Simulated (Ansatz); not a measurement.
Abridged output of a molecular run in Ansatz:

```
Functional definition: HF
1226 factors; integrals over basis functions are off by at most 1.6e-3 eV
mean field evaluation 1: about -21544.1367 eV, gradient 2.9e1 eV
mean field evaluation 2: about -21544.1967 eV, gradient 2.9e1 eV
mean field evaluation 4: about -21547.0952 eV, gradient 3.6e0 eV
mean field evaluation 8: about -21547.1445 eV, gradient 2.0e-1 eV
mean field -21547.14474683 eV, -791.8429642666 hartree, gradient 2.5e-6 eV, S^2 0.000000; 0 other end points of the search recorded, 0 dependent functions left out
13 core orbitals not correlated: weight in the atoms' cores, before any rotation towards them, 1.000 or more for the frozen orbitals, at most 0.000 for the correlated occupied ones
reference -21547.14474683 eV, -791.8429642666 hartree; 15, 15 occupied and 95, 95 virtual orbitals, 1226 factors
second order -16.52328051 eV of doubles, -0.00000000 eV of singles
cycle   1  -17.95047450 eV  change    -1.4e0 eV  update   9.3e-2
cycle   2  -18.50111792 eV  change   -5.5e-1 eV  update   2.8e-2
cycle   3  -18.56247625 eV  change   -6.1e-2 eV  update   1.0e-2
cycle   4  -18.55949031 eV  change    3.0e-3 eV  update   3.3e-3
cycle   5  -18.55876879 eV  change    7.2e-4 eV  update   1.4e-3
cycle   6  -18.55848765 eV  change    2.8e-4 eV  update   5.1e-4
cycle   7  -18.55843078 eV  change    5.7e-5 eV  update   1.9e-4
cycle   8  -18.55847031 eV  change   -4.0e-5 eV  update   7.6e-5
cycle   9  -18.55847038 eV  change   -8.0e-8 eV  update   2.8e-5
perturbative correction -0.55542838 eV, -0.0204116166 hartree
Total energy: -21566.25864559 eV, -792.5453870904 hartree
```

Its atoms:

```xyz
14

B     0.672    0.681   -1.396
C    -0.054   -0.337   -0.515
C    -1.571   -0.469   -0.613
Si    0.470    0.466    1.143
S     2.208   -0.423    2.003
H     1.863    0.637   -1.520
H     0.069    1.593   -1.890
H     0.457   -1.306   -0.466
H    -2.052    0.513   -0.617
H    -1.852   -0.967   -1.544
H    -1.999   -1.044    0.212
H    -0.701    0.390    2.056
H     0.849    1.895    0.977
H     1.640   -1.629    2.171
```

Question: Which basis set was used?
A. def2-SVP
B. def2-QZVPP
C. cc-pV(T+d)Z
D. def2-TZVPP

Answer: A. It gives 123 functions.

Question: Write the keys of the input that set method, charge and spin (a neutral closed shell needs none for the last two).

Answer: 
```yaml
correlation: {method: ccsd_t}
```
